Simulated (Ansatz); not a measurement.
Cost and result for the atomization energy of `NC1N[SiH2]1` (10 atoms, 10 bonds).

Z-matrix (Å, degrees):
```
C
N 1 1.500
Si 1 1.836 2 61.2
N 1 1.424 2 119.2 3 -119.3
H 1 1.091 2 114.0 3 106.6
H 2 1.010 1 117.8 3 -122.3
H 3 1.483 1 119.4 2 108.2
H 3 1.480 1 123.9 2 -97.4
H 4 1.011 1 111.5 2 51.8
H 4 1.015 1 110.8 2 -67.6
```

Total charge 0; spin multiplicity 1. Geometry: relaxed with PBE0-D4/def2-TZVP. It is one conformer, not always the lowest. Program: Ansatz. All runs use 2 threads of an Arm Neoverse V1 on a shared host. Times are those of one run each, without the atoms' runs, and a repeat can differ threefold. Electronic energies, without spin–orbit coupling; frozen cores. CCSD(T)/CBS adds CCSD(T) − MP2 in def2-TZVPP to the MP2 limit, and its time is that of the two runs behind it. T1 = 0.012. HSE06 is the plane-wave form, built on full-range PBE exchange.

CCSD(T)/CBS is a level of theory with its own doubt, some kJ/mol a heavy atom from the limit and from the frozen cores, so smaller differences don't rank the functionals.

```json
{"level": "BLYP-D4/def2-TZVPP", "functions": "219", "wall time": "2.6 s"}
{"level": "revPBE-D4/def2-TZVPP", "functions": "219", "wall time": "2.7 s"}
{"level": "BHLYP-D4/def2-TZVPP", "functions": "219", "wall time": "3.6 s"}
{"level": "CCSD(T)/def2-SVP", "functions": "90", "wall time": "3.7 s"}
{"level": "HSE06-D4/def2-TZVPP", "functions": "219", "wall time": "3.9 s"}
{"level": "r2SCANh-D4/def2-TZVPP", "functions": "219", "wall time": "6.5 s"}
{"level": "B2PLYP/def2-TZVPP", "functions": "219", "wall time": "6.5 s"}
{"level": "PBE-QIDH/def2-TZVPP", "functions": "219", "wall time": "7 s"}
{"level": "B97M-V/def2-TZVPP", "functions": "219", "wall time": "13 s"}
{"level": "ωB97M-V/def2-TZVPP (with forces)", "functions": "219", "wall time": "15 s"}
{"level": "MP2/def2-QZVPP", "functions": "421", "wall time": "25 s"}
{"level": "CCSD(T)/def2-TZVPP", "functions": "219", "wall time": "98 s"}
{"level": "CCSD(T)/CBS(def2)", "functions": "–", "wall time": "2 min"}
```

(1) What atomization energy does each give, and how far from CCSD(T)/CBS? (An estimate is asked.)

Results:

(1) The calculation gave: 
```csv
level,atomization (kcal/mol),difference from CCSD(T)/CBS,per bond
BLYP-D4/def2-TZVPP,820.7,6.1,0.6
revPBE-D4/def2-TZVPP,815.0,0.4,0.0
BHLYP-D4/def2-TZVPP,789.0,-25.6,-2.6
CCSD(T)/def2-SVP,751.6,-63.0,-6.3
HSE06-D4/def2-TZVPP,817.4,2.8,0.3
r2SCANh-D4/def2-TZVPP,806.5,-8.1,-0.8
B2PLYP/def2-TZVPP,806.3,-8.3,-0.8
PBE-QIDH/def2-TZVPP,805.0,-9.6,-1.0
B97M-V/def2-TZVPP,816.2,1.6,0.2
ωB97M-V/def2-TZVPP (with forces),820.4,5.8,0.6
MP2/def2-QZVPP,813.4,-1.2,-0.1
CCSD(T)/def2-TZVPP,786.9,-27.7,-2.8
CCSD(T)/CBS(def2),814.6,0.0,0.0
```

The D4 term adds +6.9 kcal/mol with B3LYP and +3.6 kcal/mol with PBE0; it sums over pairs of atoms, weighted by their polarisabilities, and B3LYP, whose exchange is more repulsive, gets the larger term. At CCSD(T), def2-SVP lies −63.1 kcal/mol from the extrapolated value and def2-TZVPP −27.8 kcal/mol: correlation converges slowly with the basis, and small sets miss more of it in the bonded molecule than in its fragments. From BLYP to BHLYP (50 % exact exchange), in def2-TZVPP and without D4, the atomization energy moves by −27.1 kcal/mol: exact exchange takes away binding that semilocal exchange gives to molecules.

B3LYP here is the variant with VWN-RPA as its local correlation; programs differ in this.
